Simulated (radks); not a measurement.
Removal energies from the gold ion Au+, [Xe] 4f14 5d10, by Delta-SCF beside the eigenvalue of the level emptied. Calculated with a radial shooting solver on a logarithmic mesh with Libxc functionals: scalar-relativistic Kohn-Sham, BLYP, spin-polarised, spherical densities, finite nucleus; Fermi nuclear charge, rms radius of each element as measured or else 0.836 A^(1/3) + 0.57 fm. Open shells are filled with parallel spins first.

removed from          final configuration  Delta-SCF (eV)  -eigenvalue (eV)
5d                          [Xe] 4f14 5d9          20.955            15.247
5p            [Kr] 4d10 4f14 5s2 5p5 5d10          75.111            68.288
4f                         [Xe] 4f13 5d10          101.55            89.540
5s            [Kr] 4d10 4f14 5s1 5p6 5d10          124.18            116.83
